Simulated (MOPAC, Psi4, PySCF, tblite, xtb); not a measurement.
Dimer Cl2 ··· Cl2 (SMILES ClCl and ClCl) at R = 4.13 Å between the centres of mass, closest contact 2.73 Å (lowest of the rigid-body minima from ten starts at GFN2-xTB). Geometry in Å and degrees:

```
Cl
Cl 1 2.0135
Cl 1 2.7323 2 171.21
Cl 3 2.0135 1 108.73 2 6.23
```

- GFN2-xTB (tblite)
- SAPT0/jun-cc-pVDZ, frozen core (Psi4)
- PBE0/def2-TZVP, counterpoise-corrected (Psi4)
- PBE0-D3(BJ)/def2-TZVP, counterpoise-corrected (Psi4)
- PBE/def2-TZVP, counterpoise-corrected (Psi4)
- PBE-D3(BJ)/def2-TZVP, counterpoise-corrected (Psi4)
- wB97M-V/def2-TZVP, counterpoise-corrected (Psi4)
- HF/aug-cc-pVTZ, counterpoise-corrected (Psi4)
- MP2/aug-cc-pVTZ = DF-MP2/aug-cc-pVTZ, frozen core, counterpoise-corrected run with Psi4 1.11
- SCS-MP2/aug-cc-pVTZ = DF-SCS-MP2/aug-cc-pVTZ, frozen core, counterpoise-corrected (Psi4)
- PM7, restricted, heats of formation (MOPAC)
- AM1, restricted, heats of formation (MOPAC)
- GFN1-xTB (xtb)
- RKS-B3LYP/6-31G* = restricted B3LYP/6-31G*, spherical d, no counterpoise correction (PySCF)
- RKS-M06-2X/6-31G* = restricted M06-2X/6-31G*, spherical d, no counterpoise correction (PySCF)
- RKS-LDA (SVWN5)/6-31G* = restricted LDA (SVWN5)/6-31G*, spherical d, no counterpoise correction run with PySCF
- RKS-BP86/6-31G* = restricted BP86/6-31G*, spherical d, no counterpoise correction in PySCF

Problem. What interaction energy does each level give?

Solution. 
| method | E_int / kcal/mol |
|---|---|
| RKS-LDA (SVWN5)/6-31G* | -3.87 |
| GFN2-xTB | -2.08 |
| GFN1-xTB | -1.92 |
| PBE-D3(BJ)/def2-TZVP | -0.44 |
| PBE/def2-TZVP | 0.64 |
| PBE0-D3(BJ)/def2-TZVP | 1.00 |
| PM7 | 1.14 |
| AM1 | 1.47 |
| MP2/aug-cc-pVTZ | 1.47 |
| RKS-BP86/6-31G* | 1.93 |
| PBE0/def2-TZVP | 2.05 |
| RKS-M06-2X/6-31G* | 2.19 |
| wB97M-V/def2-TZVP | 2.41 |
| SCS-MP2/aug-cc-pVTZ | 3.02 |
| RKS-B3LYP/6-31G* | 3.23 |
| SAPT0/jun-cc-pVDZ | 4.70 |
| HF/aug-cc-pVTZ | 7.73 |
